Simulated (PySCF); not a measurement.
# Correlation energy of Pd (palladium, neutral)

[Kr] 4d9 5s1, high-spin 3D determinant (an excited configuration). Calculation: PySCF 2.14, in aug-cc-pVTZ-DK (9s8p6d3f2g, 102 functions); the spin-free X2C one-electron Hamiltonian (Gaussian nucleus). Frozen: [Kr]; 10 electrons correlated.

MP2 pair energies summed by pair of shells (mhartree):

| pair | energy | share (%) |
| --- | --- | --- |
| 4d-4d | -290.03 | 88.5 |
| 4d-5s | -37.57 | 11.5 |

Total MP2 correlation energy: -327.60 mhartree.

Same-spin part -119.47 and opposite-spin part -208.13 mhartree; SCS-MP2 scales them by 1/3 and 6/5 to -289.58 mhartree.
